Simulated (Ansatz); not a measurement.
Basis-set extrapolation for BH5O3S (PBE0-D4/def2-TZVP geometry, frozen core, Ansatz). Multiplicity 1, RHF reference.

```json
{"": "HF", "def2-TZVPP": "-650.015017", "def2-QZVPP": "-650.038831"}
{"": "MP2 correlation", "def2-TZVPP": "-1.008435", "def2-QZVPP": "-1.090961"}
{"": "CCSD(T) correlation", "def2-TZVPP": "-1.078752", "def2-QZVPP": "not run"}
```

Energies in hartree. Use E(X) = E(∞) + A·exp(−7.88·√X) for Hartree–Fock and E(X) = E(∞) + B·X^(−2.97) for correlation, with X = 3 and 4, and add CCSD(T) minus MP2 of the smaller set to the MP2 limit.

Question: What is the CCSD(T) energy at the basis-set limit?

Answer: HF limit: -650.038831 + (-0.023814) × 0.13774 = -650.04211. MP2 limit: -1.090961 + (-0.082526) × 0.74074 = -1.15209. Higher-order term: -1.078752 − (-1.008435) = -0.07032. Total: -651.26452 hartree, 4.65 eV below CCSD(T)/def2-TZVPP.
